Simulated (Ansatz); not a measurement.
Os4. Total charge 0; singlet. Geometry r2SCAN-D4/def2-SVP.

```xyz
4

Os   -0.532    0.556   -1.529
Os    1.255    0.485   -0.091
Os   -0.151    0.178    1.696
Os   -0.572   -1.219   -0.075
```

In the def2 sets Os takes a core potential; there is no spin–orbit coupling. LC-ωPBE has ω = 0.4 bohr⁻¹. The restricted singlet is unstable towards broken spin symmetry at other levels; at PBE-D4/def2-TZVPD, r2SCAN-D4/def2-TZVP, PBE0-D4/def2-TZVPD, CAM-B3LYP-D4/def2-TZVP and others this wasn't settled. At PBE0-D4/def2-TZVP a triplet of charge 0 lies 0.94 eV below the restricted singlet, each at its own geometry. The structure comes from a short search, and lower isomers may exist.

**Question.** Estimate the orbital energies around the gap (eV) in Ansatz with PBE-D4/def2-TZVPD, r2SCAN-D4/def2-TZVP, PBE0-D4/def2-TZVPD, CAM-B3LYP-D4/def2-TZVP, LC-ωPBE/def2-TZVP.

**Answer.** 
```csv
orbital,PBE-D4/def2-TZVPD,r2SCAN-D4/def2-TZVP,PBE0-D4/def2-TZVPD,CAM-B3LYP-D4/def2-TZVP,LC-ωPBE/def2-TZVP
HOMO−13,-8.45,-8.57,-9.29,-10.30,-11.27
HOMO−12,-8.22,-8.32,-9.04,-10.04,-10.95
HOMO−11,-8.08,-8.17,-8.90,-9.94,-10.95
HOMO−10,-7.91,-8.01,-8.66,-9.67,-10.65
HOMO−9,-7.39,-7.51,-8.28,-9.40,-10.46
HOMO−8,-6.78,-6.84,-7.49,-8.48,-9.42
HOMO−7,-6.46,-6.57,-7.29,-8.39,-9.42
HOMO−6,-5.55,-5.61,-6.28,-7.31,-8.26
HOMO−5,-5.51,-5.56,-6.07,-7.04,-8.07
HOMO−4,-4.89,-4.92,-5.55,-6.69,-7.75
HOMO−3,-4.69,-4.78,-5.54,-6.65,-7.70
HOMO−2,-4.23,-4.28,-4.90,-5.97,-6.85
HOMO−1,-4.21,-4.26,-4.86,-5.80,-6.62
HOMO,-4.21,-4.24,-4.85,-5.79,-6.61
LUMO,-3.84,-3.62,-2.94,-2.08,-0.94
LUMO+1,-3.60,-3.45,-2.69,-1.66,-0.41
LUMO+2,-3.57,-3.41,-2.60,-1.61,-0.39
LUMO+3,-3.37,-3.29,-2.60,-1.41,-0.06
LUMO+4,-3.20,-3.01,-2.30,-1.20,0.08
LUMO+5,-2.84,-2.64,-2.05,-1.10,0.17
```
